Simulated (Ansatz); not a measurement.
Single points on the cluster Sn₄Te₃.

```yaml
crystal:
  periodic: [false, false, false]
  atoms:
    - {symbol: Sn, position_ang: [1.339143, -0.382383, -2.483177]}
    - {symbol: Sn, position_ang: [0.179061, 0.133715, 2.216971]}
    - {symbol: Sn, position_ang: [-1.123341, 2.247739, 0.398591]}
    - {symbol: Sn, position_ang: [-0.447688, -2.585064, 1.070328]}
    - {symbol: Te, position_ang: [1.943275, -1.144316, 0.213864]}
    - {symbol: Te, position_ang: [0.387910, 2.125597, -2.014946]}
    - {symbol: Te, position_ang: [-2.278359, -0.395288, 0.598370]}
basis:
  gaussian: {orbitals: def2-TZVP, initial_orbitals: start.molden}
hamiltonian: {xc: pbe, dispersion: d4}
scf: {omitted_lower_state_checks: [starts]}
output: {forces: true, orbitals: {seedname: orbitals}}
```

The file start.molden holds the orbitals of an earlier run on this structure, at another level or in another basis.

```sh
$ ansatz run in.yaml --threads 4 --pin off --events-out ev --progress --plain --max-ram 4787MiB
```

It prints (some lines left out):

```
Functional definition: PBE
2710 factors; their error is unknown
mean field evaluation 1: about -45214.7717 eV, gradient 1.1e1 eV
mean field evaluation 2: about -45214.9858 eV, gradient 2.6e-1 eV
mean field evaluation 4: about -45214.6126 eV, gradient 4.3e-3 eV
mean field evaluation 8: about -45214.6126 eV, gradient 9.0e-6 eV
mean field -45214.61255639 eV, -1661.6063638821 hartree, gradient 9.0e-6 eV, S^2 0.000000; 0 other end points of the search recorded, 0 dependent functions left out
reference -45214.61260160 eV, -1661.6063655435 hartree; 80, 80 occupied and 270, 270 virtual orbitals, 2710 factors
Total energy: -45215.43748868 eV, -1661.6366795848 hartree
Atom 0 at     1.339143    -0.382383    -2.483177 Å, force    -0.019386    -0.055087     0.020208 eV/Å
Atom 1 at     0.179061     0.133715     2.216971 Å, force     0.048430     0.039063     0.096760 eV/Å
Atom 2 at    -1.123341     2.247739     0.398591 Å, force    -0.026907     0.059762    -0.063365 eV/Å
Atom 3 at    -0.447688    -2.585064     1.070328 Å, force    -0.011065    -0.087878    -0.075950 eV/Å
Atom 4 at     1.943275    -1.144316     0.213864 Å, force     0.020586     0.016481    -0.001288 eV/Å
Atom 5 at     0.387910     2.125597    -2.014946 Å, force    -0.011938     0.021950     0.025633 eV/Å
Atom 6 at    -2.278359    -0.395288     0.598370 Å, force     0.000282     0.005709    -0.001998 eV/Å
Dipole moment:     0.088329    -0.268243     0.144658 e Å
Checks for a lower state left out: starts
```

Run time 13 s (4 threads of Arm Neoverse V1 on a shared host), peak host memory 0.92 GiB.

The first input with `hamiltonian: {xc: lda}`, `output: {orbitals: {seedname: orbitals}}` (abridged; 6 s):

```
Functional definition: SPW92
mean field -45148.53160717 eV, -1659.1779337897 hartree, gradient 1.6e-5 eV, S^2 0.000000
Total energy: -45148.53165029 eV, -1659.1779353742 hartree
Checks for a lower state left out: starts
```

The first input with `hamiltonian: {xc: pbe0, dispersion: d4}`, `output: {orbitals: {seedname: orbitals}}` (abridged; 33 s):

```
Functional definition: PBE0
the host lacks memory for fits, so the integrals are decomposed
mean field -45216.40200789 eV, -1661.6721250120 hartree, gradient 1.7e-5 eV, S^2 0.000000
Total energy: -45217.13924061 eV, -1661.6992178147 hartree
Checks for a lower state left out: starts
```

As the first input, with `hamiltonian: {xc: r2scan, dispersion: d4}`, `output: {orbitals: {seedname: orbitals}}` (abridged; 22 s):

```
Functional definition: r2SCAN
mean field -45232.24848800 eV, -1662.2544724148 hartree, gradient 1.5e-5 eV, S^2 0.000000
Total energy: -45232.41161307 eV, -1662.2604671504 hartree
Checks for a lower state left out: starts
```

As the first input, with `gaussian: {orbitals: def2-SVP, initial_orbitals: start.molden}`, `correlation: {method: mp2}`, `output: {orbitals: {seedname: orbitals}}` and without the key `hamiltonian` (abridged; 12 s):

```
Functional definition: HF
mean field -45024.97565921 eV, -1654.6373364513 hartree, gradient 7.2e-6 eV, S^2 0.000000; unrestricted orbitals would lower it
28 core orbitals not correlated: weight in the atoms' cores, before any rotation towards them, 1.000 or more for the frozen orbitals, at most 0.000 for the correlated occupied ones
second order -20.48647211 eV of doubles, -0.00000000 eV of singles
Total energy: -45045.46213132 eV, -1655.3902004152 hartree
Checks for a lower state left out: starts
```

Geometry: r2SCAN-D4/def2-SVP.

In the def2 sets Sn, Te take a core potential; there is no spin–orbit coupling. Correlated methods freeze 28 core orbitals; core or outer-core shells of Sn, Te are correlated, in sets that lack core-valence functions. The restricted singlet is unstable towards broken spin symmetry in Hartree–Fock (as tested in another run); at PBE-D4/def2-TZVP, LDA (SPW92)/def2-TZVP, PBE0-D4/def2-TZVP, r2SCAN-D4/def2-TZVP this wasn't settled. At MP2/def2-SVP the restricted singlet (for correlated methods, its reference) is unstable: a solution with broken spin symmetry lies lower. Another isomer (singlet) lies 1.22 eV lower at PBE0-D4/def2-TZVP; other spin states weren't run for this one.
